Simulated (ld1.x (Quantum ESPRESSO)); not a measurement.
An all-electron radial function and its pseudo partner (caesium)

Columns: radius, all-electron u(r) and pseudo u(r) of the 6s shell (level -2.32 eV) of caesium in the configuration [Kr] 4d10 5s2 5p6 5d1 6s0 6p0; LDA (PZ), scalar-relativistic, ultrasoft scheme, ld1.x (Quantum ESPRESSO) 7.5.

```tsv
r (bohr)	all-electron	pseudo
0.200	0.0818	0.1694
0.400	-0.0625	0.3187
0.600	-0.1190	0.4309
0.800	-0.0042	0.4952
1.000	0.1239	0.5079
1.200	0.1970	0.4726
1.400	0.2095	0.3989
1.600	0.1766	0.2999
1.800	0.1157	0.1894
2.000	0.0411	0.0795
2.200	-0.0375	-0.0215
2.400	-0.1137	-0.1093
2.600	-0.1839	-0.1836
2.800	-0.2461	-0.2463
3.000	-0.2995	-0.2996
3.200	-0.3443	-0.3443
3.400	-0.3807	-0.3807
3.600	-0.4094	-0.4094
3.800	-0.4312	-0.4312
4.000	-0.4470	-0.4470
4.200	-0.4575	-0.4575
4.400	-0.4635	-0.4635
4.600	-0.4656	-0.4656
4.800	-0.4645	-0.4645
5.000	-0.4606	-0.4606
5.200	-0.4544	-0.4544
```

Task: How many radial nodes do the two functions have?

Result: The all-electron 6s function has n − l − 1 = 5 (the table is too coarse to show those close to the nucleus); the pseudo-wave has 1, since 1 lower shell of the same l stays in the valence.

Task: At about which radius was the pseudo-wave matched?

Result: 3.05 bohr. The columns agree to 0.0005 from 2.60 bohr on; several derivatives are matched, so the curves merge somewhat inside the radius.

Task: Is the pseudo-wave norm-conserving?

Result: No, it belongs to an ultrasoft set: the norm inside the radius is not constrained, and the difference is carried by the augmentation charge.
